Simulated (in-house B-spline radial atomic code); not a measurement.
## Binding energies in the thulium ion Tm¹³⁺

NIST's tabulated ground configuration is [Kr] 4d10 4f9 5s1; each binding energy is the energy of the ion with one electron taken from that subshell, relaxed, less that of the parent. Computed with an all-electron radial atomic-structure program (B-spline basis): Dirac-Hartree-Fock, average of configuration, Fermi nucleus of rms radius 5.2256 fm. Energies include first-order Breit, QED and recoil terms.

| subshell | X-ray name | binding energy (eV) | -ε (eV) | relaxation (eV) |
| --- | --- | --- | --- | --- |
| 2p1/2 | L2 | 9899.8 | 9977.2 | 45.0 |
| 2p3/2 | L3 | 8930.7 | 8994.7 | 42.5 |
| 3p1/2 | M2 | 2373.8 | 2399.8 | 20.0 |
| 3p3/2 | M3 | 2166.1 | 2188.7 | 18.8 |
| 3d3/2 | M4 | 1795.3 | 1818.8 | 21.1 |
| 3d5/2 | M5 | 1751 | 1773.2 | 20.7 |
| 4p1/2 | N2 | 657.1 | 663.3 | 5.0 |
| 4p3/2 | N3 | 609 | 614.1 | 4.4 |
| 4d3/2 | N4 | 459.7 | 464.1 | 4.1 |
| 4d5/2 | N5 | 450.8 | 454.9 | 3.9 |
| 5s | O1 | 280.1 | 280.8 | 0.4 |
| 4f | N6,7 | 269.3 | 272.6 | 3.4 |

Relaxation = -ε minus the binding energy without Breit, QED and recoil terms.

Emission lines follow as differences of binding energies, with λ = 12398.42 eV·Å / E:

```
 line          holes  energy (eV)  wavelength (Å)
L3-M5  2p3/2 → 3d5/2       7179.7          1.7269
L2-M4  2p1/2 → 3d3/2       8104.5          1.5298
L2-N4  2p1/2 → 4d3/2       9440.1          1.3134
```

**Question.** What does it cost to remove two 2p1/2 electrons?

**Answer.** 20070 eV, which is 270.6 eV more than the two single binding energies together.

**Question.** What does it cost to remove both a 3p1/2 and a 4d5/2 electron?

**Answer.** 2865.7 eV, which is 41.1 eV more than the two single binding energies together.
